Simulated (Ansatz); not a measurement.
Species: PH5, net charge 0, singlet state. 
Geometry from a B3LYP-D3(BJ)/def2-TZVP (Ansatz, a program for electronic structure) optimisation:
```
P
H 1 1.4251
H 1 1.4251 2 120.00
H 1 1.4251 2 120.00 3 -180.00
H 1 1.4787 2 90.00 4 -90.00
H 1 1.4787 2 90.00 5 180.00
```

Computed values are from Ansatz. Cores are frozen in the correlated levels unless marked. Open shells are spin-unrestricted. Spin-orbit coupling is left out. No relativistic terms. CBS(X,Y): correlation extrapolated as X^-3; Hartree-Fock from the larger set. [CCSD(T)-MP2]/basis is that difference in the basis named.

What is the dipole moment at CCSD(T)/aug-cc-pV(D+d)Z?

0.00 D.

What is the atomisation energy De at CCSD(T)/CBS(def2-TZVPPD,def2-QZVPPD)?

1310.1 kJ/mol.

What is the T1 diagnostic at CCSD/def2-QZVPPD?

0.011.

What is the vertical triplet-singlet gap at RI-MP2/CBS(aug-cc-pV(T+d)Z,aug-cc-pV(Q+d)Z)+[CCSD(T)-MP2]/aug-cc-pV(T+d)Z?

4.46 eV.

What is the vertical ionisation energy (to the doublet) at RI-MP2/CBS(aug-cc-pV(T+d)Z,aug-cc-pV(Q+d)Z)+[CCSD(T)-MP2]/aug-cc-pV(T+d)Z?

8.92 eV.
